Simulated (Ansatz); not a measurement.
```yaml
crystal:
  periodic: [false, false, false]
  atoms:
    - {symbol: Tl, position_ang: [-0.276478, 0.281977, -0.105825]}
    - {symbol: Tl, position_ang: [1.691635, -0.051209, -3.921751]}
    - {symbol: H, position_ang: [-0.062760, -1.192232, -2.297001]}
    - {symbol: H, position_ang: [1.476978, 1.424214, -1.731298]}
basis:
  gaussian: {orbitals: def2-mTZVPP, final_grid: {core_spheres: 5, valence_spheres: 4, degree: 11}}
hamiltonian: {xc: {name: BLYP}, dispersion: d3bjatm}
scf: {omitted_lower_state_checks: [starts]}
```

```sh
$ ansatz run in.yaml --threads 4 --pin off --events-out ev --progress --plain --max-ram 3916MiB
```

Output, abridged:

```
Functional definition: BLYP
838 factors; their error is unknown
mean field evaluation 1: about -9417.0472 eV, gradient 2.0e1 eV
mean field evaluation 2: about -9409.6726 eV, gradient 3.5e1 eV
mean field evaluation 4: about -9419.4746 eV, gradient 1.5e0 eV
mean field evaluation 8: about -9419.4977 eV, gradient 3.9e-2 eV
mean field evaluation 16: about -9419.4978 eV, gradient 3.9e-6 eV
mean field -9419.49775427 eV, -346.1601577045 hartree, gradient 3.9e-6 eV, S^2 0.000000; 0 other end points of the search recorded, 0 dependent functions left out
reference -9419.49804770 eV, -346.1601684878 hartree; 22, 22 occupied and 60, 60 virtual orbitals, 838 factors
Total energy: -9419.79255467 eV, -346.1709914195 hartree
Checks for a lower state left out: starts
```

Hardware: 4 threads of Arm Neoverse V2 on a shared host. Wall time 0.25 s.

In the def2 sets Tl takes a core potential; there is no spin–orbit coupling.
